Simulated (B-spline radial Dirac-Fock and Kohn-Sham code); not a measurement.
**Two-hole binding energies of Mo**

System: atomic molybdenum in the configuration [Kr] 4d4 5s2 (an excited configuration).

These are calculated numbers from a radial atomic solver; the model is ΔSCF Dirac-Fock with Breit, self-energy and vacuum polarisation, finite nucleus, configuration average. U is the two-hole binding energy less the two single-hole energies, the effective repulsion of the holes after relaxation. Each two-hole energy is an average over J within one jj subconfiguration.

| holes | E(a) (eV) | E(b) (eV) | E(ab) (eV) | U (eV) |
| --- | --- | --- | --- | --- |
| 1s⁻¹ 2p3/2⁻¹ | 20010.9 | 2533.4 | 22707.9 | 163.5 |
| 1s⁻¹ 3p3/2⁻¹ | 20010.9 | 407.8 | 20465.4 | 46.6 |
| 2s⁻² | 2884.2 | 2884.2 | 5869.1 | 100.8 |
| 2s⁻¹ 2p1/2⁻¹ | 2884.2 | 2638.3 | 5615.6 | 93.1 |
| 2p1/2⁻² | 2638.3 | 2638.3 | 5401.5 | 124.8 |
| 2p1/2⁻¹ 2p3/2⁻¹ | 2638.3 | 2533.4 | 5284.5 | 112.8 |
| 2s⁻¹ 3d3/2⁻¹ | 2884.2 | 242.0 | 3168.8 | 42.6 |
| 2s⁻¹ 3d5/2⁻¹ | 2884.2 | 238.8 | 3165.2 | 42.2 |
| 2p3/2⁻¹ 3s⁻¹ | 2533.4 | 519.7 | 3093.8 | 40.7 |
| 2p3/2⁻¹ 3p1/2⁻¹ | 2533.4 | 425.6 | 3001.7 | 42.7 |
| 2p1/2⁻¹ 3d3/2⁻¹ | 2638.3 | 242.0 | 2921.6 | 41.3 |
| 2p3/2⁻¹ 3d3/2⁻¹ | 2533.4 | 242.0 | 2818.7 | 43.3 |
| 3p1/2⁻¹ 3p3/2⁻¹ | 425.6 | 407.8 | ? | ? |
| 3d5/2⁻² | 238.8 | 238.8 | 511.5 | 33.9 |

Question: Give the missing two-hole energy and U.

Answer: E(ab) = 864.9 eV and U = 31.4 eV.
